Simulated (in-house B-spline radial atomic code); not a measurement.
The numbers below are computed, except where a source is named.
**S in an electron gas of r_s = 4: phase shifts, screening and friction**

A nucleus sits in a uniform electron gas with a rigid positive background. The Kohn-Sham equations are solved self-consistently in the spin-unpolarised LDA (PW92), non-relativistic, on B-splines with outgoing waves at the boundary and partial waves to l = 8. The model has no lattice, no bands and no magnetic solution. Atomic units; δ_l are the phase shifts at the Fermi level, counted so that each bound state adds π, and good to about 0.0005.

The density parameter is r_s = 4 bohr.

```json
{"l": "0", "δ_l (rad)": "8.2626"}
{"l": "1", "δ_l (rad)": "5.5797"}
{"l": "2", "δ_l (rad)": "0.0181"}
{"l": "3", "δ_l (rad)": "0.0062"}
{"l": "4", "δ_l (rad)": "0.0001"}
{"l": "5", "δ_l (rad)": "0.0002"}
{"l": "6", "δ_l (rad)": "0.0001"}
{"l": "7", "δ_l (rad)": "0.0002"}
{"l": "8", "δ_l (rad)": "0.0001"}
```

Bound levels below the band bottom (hartree): s -87.42, s -7.343, p -5.393, s -0.324.

(1) Check the Friedel sum rule, and say where the screening charge sits.

(2) Find the transport cross section and the electronic stopping of a 2 keV S ion (mass 32.06 u).

## Answers

(1) k_F = (9π/4)^(1/3)/r_s = 0.47979. The rule is Z = (2/π) Σ (2l + 1) δ_l. The terms are s 5.260, p 10.656, d 0.058, f 0.028 and 0.006 beyond, in all 16.008 against Z = 16. Bound states hold 6 s, 6 p, 0 d electrons, so the scattering states carry 4.01 in all; where a term is smaller than its bound count, the bound level has drawn weight out of the band.

(2) σ_tr = (4π/k_F²) Σ (l + 1) sin²(δ_l − δ_(l+1)). The terms for l = 0 to 3 are 0.1961, 0.8727, 0.0004, 0.0001, all together 1.0693, so σ_tr = 54.589 × 1.0693 = 58.375 bohr². With n = 3/(4π r_s³) = 0.00373, the friction coefficient is Q = n k_F σ_tr = 0.1045. For v well below v_F = 0.480, dE/dx = Q v; with 24801 eV per u at v = 1, v = √(2000/(24801 × 32.06)) = 0.0502, so dE/dx = 0.00524 hartree/bohr = 2.69 eV/nm. The largest term couples the p and d waves.
